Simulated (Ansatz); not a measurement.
Molecule (SMILES): B=[N] (BH-N), doublet.
Atoms: B1, N2, H3. Bonds: B1-N2, B1-H3.

Basis-set convergence of the lowest harmonic wavenumber at HF with Ansatz (a quantum-chemistry and plane-wave program). Each level at its own minimum, finite differences of forces, unscaled; the reference is a large set that could be run, not a limit. Cartesian d functions, on some or all atoms, in 6-31G*, 6-31+G*; all else is spherical. The program fits the integrals of some runs and decomposes those of others, by size. Open shells are unrestricted. No added dispersion term, no relativity. Reference: the value in def2-QZVPPD, 769 cm⁻¹, itself unsure by roughly 2 cm⁻¹ (its mean distance from pcseg-3, def2-QZVPP, cc-pVQZ). Deviations are taken from unrounded values.

```
basis        functions  lowest harmonic wavenumber (cm⁻¹)
-----------  ---------  ---------------------------------
6-31G*              32                                775
6-31+G*             40                                765
cc-pVDZ             33                                791
aug-cc-pVDZ         55                                767
def2-SVP            33                                759
def2-SVPD           48                                763
pcseg-1             33                                772
aug-pcseg-1         55                                766
6-311G**            42                                782
6-311+G**           50                                765
def2-TZVP           68                                770
def2-TZVPD          83                                770
cc-pVTZ             74                                773
aug-cc-pVTZ        115                                770
pcseg-2             74                                768
aug-pcseg-2        115                                772
def2-TZVPP          76                                771
def2-TZVPPD         91                                770
def2-QZVPP         144                                769
def2-QZVPPD        159                                769
```

What the diffuse functions change, pair by pair:
- 6-31G* to 6-31+G*: 8 more functions, deviation 6 to -4 cm⁻¹
- cc-pVDZ to aug-cc-pVDZ: 22 more functions, deviation 22 to -2 cm⁻¹
- def2-SVP to def2-SVPD: 15 more functions, deviation -10 to -6 cm⁻¹
- pcseg-1 to aug-pcseg-1: 22 more functions, deviation 3 to -3 cm⁻¹
- 6-311G** to 6-311+G**: 8 more functions, deviation 13 to -4 cm⁻¹
- def2-TZVP to def2-TZVPD: 15 more functions, deviation 1 to 1 cm⁻¹
- cc-pVTZ to aug-cc-pVTZ: 41 more functions, deviation 3 to 1 cm⁻¹
- pcseg-2 to aug-pcseg-2: 41 more functions, deviation -1 to 3 cm⁻¹
- def2-TZVPP to def2-TZVPPD: 15 more functions, deviation 2 to 1 cm⁻¹
- def2-QZVPP to def2-QZVPPD: 15 more functions, deviation 0 to 0 cm⁻¹

Leaving out the reference's own pair, they bring the value nearer the reference by more than 2 cm⁻¹ in 5 of 9 pairs.
